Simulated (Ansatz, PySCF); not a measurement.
C$_{3}$H$_{8}$BFO (SMILES CC(C)B(O)F), singlet, geometry from GFN2-xTB. Base run: CASSCF(6,5)/6-31G (PySCF).

Here is a job for PySCF.
```python
from pyscf import gto, scf, mcscf
import numpy

mol = gto.Mole()
mol.atom = '''
    B     0.003959    0.763420    0.318658
    F     0.347327    1.873618   -0.363944
    O     0.013413    0.830787    1.645157
    H     0.268364    1.671650    2.029571
    C    -0.396149   -0.550308   -0.494535
    C    -0.779699   -1.724897    0.408782
    C     0.731297   -0.965329   -1.453209
    H    -1.266604   -0.303281   -1.115419
    H    -1.078389   -2.583802   -0.188677
    H     0.064042   -2.011065    1.031163
    H    -1.602786   -1.449112    1.062076
    H     0.998007   -0.139691   -2.107999
    H     0.416363   -1.808384   -2.064461
    H     1.615264   -1.259079   -0.891530
'''
mol.basis = '6-31g'
mol.charge = 0
mol.spin = 0
mol.verbose = 3
mol.build()

mf = scf.RHF(mol)
mf.kernel()
mc = mcscf.CASSCF(mf, 5, 6)
mc.fix_spin_(ss=0.0)
mc.kernel()
occ = numpy.linalg.eigvalsh(mc.fcisolver.make_rdm1(mc.ci, mc.ncas, mc.nelecas))[::-1]
ss = mc.fcisolver.spin_square(mc.ci, mc.ncas, mc.nelecas)[0]
print('natural occupations', occ.round(4), ' <S^2>', round(ss, 4))
```

Programs used: Ansatz (a program for electronic structure), PySCF; a row that names a program was run with it.

The base run was repeated with changes; each row names its change, and settings that it needs were set with it.

```
change                                                ΔE vs base (kcal/mol)                           natural occupations  <S^2> of the state
----------------------------------------------------  ---------------------  --------------------------------------------  ------------------
base                                                                  0.000                      2.00 1.98 1.98 0.02 0.02                0.00
start = MP2 natural orbitals                                          -9.49                      2.00 1.98 1.98 0.02 0.02                0.00
code = ansatz; correction = SC-NEVPT2, all electrons                 -338.3                                             -                   -
code = ansatz                                                         -1.15                                             -                   -
conv_tol = 1e-5                                                       0.001                      2.00 1.98 1.98 0.02 0.02                0.00
active space = 8 electrons, 6 orbitals                               -0.109                 2.00 2.00 1.98 1.98 0.02 0.02                0.00
orbitals = fixed (CASCI); correction = SC-NEVPT2                     -336.2                      2.00 2.00 2.00 0.00 0.00                0.00
active space = 8 electrons, 9 orbitals                               -29.89  1.98 1.98 1.98 1.97 0.02 0.02 0.02 0.02 0.00                0.00
orbitals = fixed (CASCI)                                              20.32                      2.00 2.00 2.00 0.00 0.00                0.00
correction = SC-NEVPT2                                               -336.0                      2.00 1.98 1.98 0.02 0.02                0.00
active space = 2 electrons, 4 orbitals                                 8.05                           1.98 0.02 0.00 0.00                0.00
```

Active orbitals are taken around the Fermi level unless the row says otherwise; CASSCF can end in different local minima, and two programs can end on different orbitals. State-averaged rows give the lowest state.
